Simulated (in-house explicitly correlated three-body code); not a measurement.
Computed with an exponentially correlated three-body code. Model: two electrons around a point charge, non-relativistic, variational in 260 exponentially correlated functions (energies converged to about 1e-7 hartree, or 1e-8 relative for large Z).

For two electrons in a singlet the Kohn-Sham orbital is the square root of half the density, so the exact Kohn-Sham potential and energy parts follow from the density alone, and exchange is minus half the Hartree energy. The Kohn-Sham level equals minus the binding energy of the second electron.

Command:
```bash
python run_hyl.py task.json out
```
Settings (lengths in bohr, energies in hartree):
```
Z                      2.94
interaction_strength   1
functions              260
states_tried           13
```

Run time, properties included: 30 s on 1 thread of Intel(R) Xeon(R) Platinum 8488C (Sapphire Rapids), on a shared host.

**Those bound S and P states to n = 4 that converged, binding against the one-electron ion.**

Given: nuclear charge 2.94.

Computed: one-electron threshold -4.3218 hartree.

```json
{"term": "1 1S", "energy (hartree)": "-6.96096156", "binding (eV)": "71.815", "quantum defect": "0.15559"}
{"term": "2 3S", "energy (hartree)": "-4.89930865", "binding (eV)": "15.715", "quantum defect": "0.19487"}
{"term": "2 1S", "energy (hartree)": "?", "binding (eV)": "?", "quantum defect": "?"}
{"term": "2 3P", "energy (hartree)": "-4.81868363", "binding (eV)": "13.521", "quantum defect": "0.053926"}
{"term": "2 1P", "energy (hartree)": "-4.786008", "binding (eV)": "12.632", "quantum defect": "-0.013402"}
{"term": "3 3S", "energy (hartree)": "-4.55972359", "binding (eV)": "6.4742", "quantum defect": "0.18766"}
{"term": "3 1S", "energy (hartree)": "-4.54207618", "binding (eV)": "5.994", "quantum defect": "0.077174"}
{"term": "3 3P", "energy (hartree)": "-4.53875686", "binding (eV)": "5.9037", "quantum defect": "0.0549"}
{"term": "3 1P", "energy (hartree)": "?", "binding (eV)": "?", "quantum defect": "?"}
{"term": "4 3S", "energy (hartree)": "-4.45112866", "binding (eV)": "3.5192", "quantum defect": "0.18548"}
{"term": "4 1S", "energy (hartree)": "-4.44404918", "binding (eV)": "3.3266", "quantum defect": "0.076589"}
{"term": "4 3P", "energy (hartree)": "-4.44272203", "binding (eV)": "3.2905", "quantum defect": "0.055118"}
{"term": "4 1P", "energy (hartree)": "-4.43861", "binding (eV)": "3.1786", "quantum defect": "-0.013717"}
```

Task: What belongs in the row 2 1S?

Result: energy (hartree): -4.83196774; binding (eV): 13.882; quantum defect: 0.07943.

Task: What belongs in the row 3 1P?

Result: energy (hartree): -4.52898637; binding (eV): 5.6378; quantum defect: -0.013742.

**Converged states only, values per electron or pair.**

```csv
term,mean r (bohr),mean r squared (bohr²),mean inverse r (1/bohr),mean r12 (bohr),mean inverse r12 (1/bohr),mean cosine,mean p1 dot p2 (bohr⁻²),delta r1 (bohr⁻³),delta r12 (bohr⁻³)
1 1S,0.58624,0.46776,2.6279,0.88317,1.5304,-0.044495,0.28112,6.4189,0.49464
2 3S,?,?,?,?,?,?,?,?,-
2 1S,1.6892,4.9646,1.7222,2.9252,0.46243,-0.014711,0.020967,4.2486,0.058765
2 3P,1.4583,3.6728,1.7231,2.4989,0.49474,-0.053959,-0.2861,3.986,-
2 1P,1.5664,4.2922,1.7091,2.6723,0.47772,0.0094981,0.23416,4.0531,0.008813
3 3S,?,?,?,?,?,?,?,?,-
3 1S,3.5614,25.005,1.5807,6.6381,0.21017,-0.0045702,0.0061052,4.1022,0.017146
3 3P,3.3493,22.272,1.5808,6.2229,0.21787,-0.014479,-0.073915,4.0289,-
3 1P,3.5089,24.557,1.5768,6.5308,0.21387,0.0027227,0.069027,4.0466,0.0029925
4 3S,5.8877,71.553,1.5341,11.281,0.1184,-0.0015718,0.0018794,4.0712,-
4 1S,6.2083,79.922,1.5318,11.921,0.11917,-0.0019423,0.0025455,4.0681,0.0071456
4 3P,6.0129,75.43,1.5319,11.533,0.12216,-0.0058723,-0.029563,4.0381,-
4 1P,6.2253,81.017,1.5302,11.954,0.12061,0.0011252,0.028989,4.0453,0.0013183
```

Task: What belongs in the row 2 3S?

Result: mean r (bohr): 1.5313; mean r squared (bohr²): 3.9708; mean inverse r (1/bohr): 1.7431; mean r12 (bohr): 2.6273; mean inverse r12 (1/bohr): 0.45058; mean cosine: -0.012825; mean p1 dot p2 (bohr⁻²): 0.016944; delta r1 (bohr⁻³): 4.2909.

Task: What belongs in the row 3 3S?

Result: mean r (bohr): 3.3229; mean r squared (bohr²): 21.549; mean inverse r (1/bohr): 1.5863; mean r12 (bohr): 6.1657; mean inverse r12 (1/bohr): 0.20781; mean cosine: -0.0037967; mean p1 dot p2 (bohr⁻²): 0.004642; delta r1 (bohr⁻³): 4.1106.

**Electric-dipole lines between converged S and P states, rate of the upper state's decay.**

```json
{"s state": "1 1S", "p state": "2 1P", "p minus s (eV)": "59.184", "oscillator strength from s": "0.44897", "rate (1/s)": "2.2746e+10"}
{"s state": "1 1S", "p state": "3 1P", "p minus s (eV)": "66.177", "oscillator strength from s": "0.10922", "rate (1/s)": "6.9182e+09"}
{"s state": "1 1S", "p state": "4 1P", "p minus s (eV)": "68.637", "oscillator strength from s": "0.043164", "rate (1/s)": "2.9412e+09"}
{"s state": "2 1S", "p state": "2 1P", "p minus s (eV)": "1.2506", "oscillator strength from s": "0.21825", "rate (1/s)": "4.9375e+06"}
{"s state": "2 1S", "p state": "3 1P", "p minus s (eV)": "8.2445", "oscillator strength from s": "0.25294", "rate (1/s)": "2.4868e+08"}
{"s state": "2 1S", "p state": "4 1P", "p minus s (eV)": "?", "oscillator strength from s": "?", "rate (1/s)": "?"}
{"s state": "3 1S", "p state": "2 1P", "p minus s (eV)": "-6.6377", "oscillator strength from s": "-0.096264", "rate (1/s)": "1.8404e+08"}
{"s state": "3 1S", "p state": "3 1P", "p minus s (eV)": "0.35619", "oscillator strength from s": "0.37182", "rate (1/s)": "682320"}
{"s state": "3 1S", "p state": "4 1P", "p minus s (eV)": "2.8155", "oscillator strength from s": "0.26024", "rate (1/s)": "2.9838e+07"}
{"s state": "4 1S", "p state": "2 1P", "p minus s (eV)": "-9.3052", "oscillator strength from s": "-0.018996", "rate (1/s)": "7.1369e+07"}
{"s state": "4 1S", "p state": "3 1P", "p minus s (eV)": "-2.3113", "oscillator strength from s": "-0.20854", "rate (1/s)": "4.8339e+07"}
{"s state": "4 1S", "p state": "4 1P", "p minus s (eV)": "0.14801", "oscillator strength from s": "0.51389", "rate (1/s)": "162830"}
{"s state": "2 3S", "p state": "2 3P", "p minus s (eV)": "2.1939", "oscillator strength from s": "0.3163", "rate (1/s)": "2.202e+07"}
{"s state": "2 3S", "p state": "3 3P", "p minus s (eV)": "?", "oscillator strength from s": "?", "rate (1/s)": "?"}
{"s state": "2 3S", "p state": "4 3P", "p minus s (eV)": "12.424", "oscillator strength from s": "0.05631", "rate (1/s)": "1.2572e+08"}
{"s state": "3 3S", "p state": "2 3P", "p minus s (eV)": "-7.0467", "oscillator strength from s": "-0.11983", "rate (1/s)": "2.5819e+08"}
{"s state": "3 3S", "p state": "3 3P", "p minus s (eV)": "0.57053", "oscillator strength from s": "0.52662", "rate (1/s)": "2.4794e+06"}
{"s state": "3 3S", "p state": "4 3P", "p minus s (eV)": "3.1838", "oscillator strength from s": "0.18063", "rate (1/s)": "2.6483e+07"}
{"s state": "4 3S", "p state": "2 3P", "p minus s (eV)": "-10.002", "oscillator strength from s": "-0.021846", "rate (1/s)": "9.4827e+07"}
{"s state": "4 3S", "p state": "3 3P", "p minus s (eV)": "-2.3845", "oscillator strength from s": "-0.26048", "rate (1/s)": "6.4264e+07"}
{"s state": "4 3S", "p state": "4 3P", "p minus s (eV)": "0.22876", "oscillator strength from s": "0.72238", "rate (1/s)": "546770"}
```

Task: What belongs in the row 2 1S 4 1P?

Result: p minus s (eV): 10.704; oscillator strength from s: 0.07193; rate (1/s): 1.192e+08.

Task: What belongs in the row 2 3S 3 3P?

Result: p minus s (eV): 9.8111; oscillator strength from s: 0.18171; rate (1/s): 2.5299e+08.

**Density and exact potentials over r, pair density (one pair, times 4 pi r12^2) and exact minus Kohn-Sham pair density over r12.**

```csv
radius (bohr),radial density (electrons/bohr),exchange potential (hartree),intracule density (1/bohr),Coulomb hole against Kohn-Sham (1/bohr),correlation potential (hartree)
0.0728,0.55912,-2.5701,0.034324,-0.0124,-0.042
0.0848,0.70782,-2.552,0.04662,-0.0162,-0.038
0.0988,0.88638,-2.5288,0.063241,-0.02099,-0.033
0.115,1.0943,-2.4994,0.085402,-0.02687,-0.028
0.134,1.3328,-2.4621,0.11514,-0.03401,-0.022
0.156,1.594,-2.4159,0.15417,-0.04228,-0.015
0.182,1.8731,-2.3582,0.20578,-0.05161,-0.008
0.212,2.1475,-2.2888,0.2712,-0.06119,0
0.247,2.3988,-2.206,0.35301,-0.07008,0.008
0.287,2.5971,-2.1107,0.44999,-0.07663,0.015
0.335,2.7221,-1.9981,0.5655,-0.07906,0.02
0.39,2.741,-1.8739,0.68901,-0.07503,0.024
0.454,2.6398,-1.7379,0.81173,-0.063,0.025
0.529,2.4145,-1.5921,0.91804,-0.04266,0.024
0.616,2.0834,-1.4415,0.98603,-0.01643,0.021
0.717,?,?,?,?,?
0.835,?,?,?,?,?
0.973,0.8564,-1.0007,0.79915,0.04353,0.008
1.13,0.5322,-0.87281,0.61933,0.04172,0.005
1.32,0.28708,-0.75289,0.41803,0.03032,0.003
1.54,0.13473,-0.64777,0.24309,0.01634,0.002
1.79,0.054792,-0.55819,0.12061,0.005977,0.001
```

Task: What belongs in the row 0.717?

Result: radial density (electrons/bohr): 1.6822; exchange potential (hartree): -1.2903; intracule density (1/bohr): 0.99556; Coulomb hole against Kohn-Sham (1/bohr): 0.01079; correlation potential (hartree): 0.017.

Task: What belongs in the row 0.835?

Result: radial density (electrons/bohr): 1.2562; exchange potential (hartree): -1.142; intracule density (1/bohr): 0.93304; Coulomb hole against Kohn-Sham (1/bohr): 0.03267; correlation potential (hartree): 0.012.
